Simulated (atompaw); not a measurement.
## Plane-wave convergence, PAW (atompaw) potential for lead

Pb, PAW, made with atompaw 4.2.0.5 (PBE, scalar-relativistic). Core [Kr] 4d10 4f14, reference 5s2 5p6 5d10 6s2 6p1 (charge +1). Waves: 5s (bound): rc 1.60 bohr; 6s (bound): rc 1.65 bohr; 5p (bound): rc 1.50 bohr; 6p (bound): rc 1.65 bohr; 5d (bound): rc 1.55 bohr; 5d channel at -1.1 Ry: rc 1.55 bohr. Local part: bessel scheme, radius 1.45 bohr. Core correction: smooth core density matched at 1.15 bohr. Augmentation charge: sinc compensation charge, radius 1.35 bohr; PAW radius 1.65 bohr; waves and projectors: custom polynom vanderbiltortho.

The pseudo-atom Hamiltonian at the reference potential is diagonalised in spherical Bessel functions j_l(qr) that vanish at 20 bohr, with q² up to the cutoff. All-electron valence levels (Ry): 5s -11.1617, 6s -1.4132, 5p -6.8750, 6p -0.7244, 5d -2.1206.

Task: How do the lowest levels (Ry) of each channel move with the cutoff, and are there ghosts?

Result:

```csv
cutoff (Ry),s #1,s #2,p #1,p #2,d #1,f #1,Σ f·Δε (mRy)
8,-9.9423,-1.1901,-3.3572,-0.4608,-0.7164,-0.0637,38297.8
12,-10.8659,-1.3558,-5.0172,-0.6012,-1.1520,-0.0638,21663.2
18,-11.1418,-1.4097,-6.4615,-0.7040,-1.7373,-0.0639,6381.6
25,-11.1588,-1.4122,-6.8352,-0.7232,-2.0131,-0.0639,1323.2
35,-11.1601,-1.4128,-6.8717,-0.7239,-2.1151,-0.0639,80.2
40,-11.1611,-1.4131,-6.8717,-0.7241,-2.1182,-0.0639,45.9
50,-11.1616,-1.4132,-6.8735,-0.7244,-2.1187,-0.0639,28.8
60,-11.1616,-1.4132,-6.8747,-0.7244,-2.1199,-0.0639,9.8
80,-11.1616,-1.4132,-6.8749,-0.7244,-2.1205,-0.0639,2.2
100,-11.1617,-1.4132,-6.8750,-0.7244,-2.1206,-0.0639,0.8
120,-11.1617,-1.4132,-6.8750,-0.7244,-2.1206,-0.0639,0.3
400,-11.1617,-1.4132,-6.8750,-0.7244,-2.1206,-0.0639,0.0
```

Result: no extra level below or beside the all-electron valence levels (s, p, d, f tested); 10 mRy is reached at 60 Ry and 1 mRy at 100 Ry.
